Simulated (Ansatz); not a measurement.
Ansatz results at the PBE0-D4/def2-TZVP geometry: HOMO energy (B3LYP/def2-TZVPP) -6.33 eV; HOMO energy (PBE/def2-TZVPP) -5.46 eV; size of the dipole moment (B3LYP/def2-TZVPP) 0.94 D.

Each molecule was computed in one conformer, which needn't be the lowest.

**Question.** Which molecule gave them?
A. `[TeH][SiH]1CO1`
B. `C#C[CH](C)[SnH3]`
C. `C/C=C(\N)Cl`
D. `[SnH3][CH2]C1=CC1`

**Answer.** D. The others give `C#C[CH](C)[SnH3]`: -6.82, -5.94, 0.74; `[TeH][SiH]1CO1`: -6.58, -5.73, 1.71; `C/C=C(\N)Cl`: -5.90, -4.96, 2.14.

B3LYP here is the variant with VWN-RPA as its local correlation; programs differ in this.
